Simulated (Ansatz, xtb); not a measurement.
## Two isomers of C4H7NOSi

Structure X is `N#C[C@@H]1CO[C@@H]1[SiH3]`, a singlet and structure Y is `N#CC1([SiH3])COC1`, a singlet. Both are isolated molecules in the gas phase, relaxed with B3LYP/def2-SVP.

Energies in hartree; the thermal terms are from GFN2-xTB frequencies at re-optimised GFN2-xTB minima (ideal gas, soft modes damped towards free rotors, one conformer each, 298.15 K, 1 atm) and include the zero-point energy:

```
                              X           Y
E, CCSD(T)/def2-SVP  −574.474582  −574.479755
    E, MP2/def2-SVP  −574.381284  −574.387452
  E, MP2/def2-TZVPP  −575.035413  −575.041682
  zero-point energy     0.097348     0.097438
       H(298 K) − E     0.106489     0.106658
       G(298 K) − E     0.064403     0.064489
```

Task: Correct the CCSD(T) difference for the basis set by the MP2 change, then work out ΔE, ΔE₀, ΔH and ΔG for X → Y in kcal/mol (1 Eh = 627.51 kcal/mol) and the equilibrium ratio [Y]/[X].

Result: 1. Differences Y − X: CCSD(T) −0.005173, MP2 in the small set −0.006168, MP2 in the large set −0.006269 Eh.
2. ΔE = −0.005173 + (−0.006269 − (−0.006168)) = −0.005274 Eh = −3.31 kcal/mol.
3. ΔE₀ = ΔE + ΔZPE = −0.005274 + (+0.000090) Eh = −3.25 kcal/mol.
4. ΔH = ΔE + (+0.000169) Eh = −3.20 kcal/mol.
5. ΔG = ΔE + (+0.000086) Eh = −3.26 kcal/mol, so ΔS = (ΔH − ΔG)/T = +0.7 J/(mol K).
6. kT = 0.9442 mEh, so K = [Y]/[X] = exp(−ΔG/kT) = exp(+5.49) ≈ 240.

Structure Y is favoured at this temperature. An error of 1 kcal/mol in ΔG would change K by a factor of 5.4. Mirror images and further conformers aren't counted.

As drawn, both hold the same kinds of bond in the same numbers.

Other levels gave ΔE = −2.0 (GFN2-xTB); −2.1 (HF/STO-3G, GFN2-xTB geometries); −2.8 (r2SCAN-D4/def2-SVP, GFN2-xTB geometries); −1.9 (B3LYP/def2-SVP); −3.1 (HF/def2-SVP); −3.9 (MP2/def2-SVP); −3.2 (CCSD(T)/def2-SVP) kcal/mol. The correlated steps freeze 11 core orbitals. Programs: Ansatz 0.2.0, xtb 6.7.1.
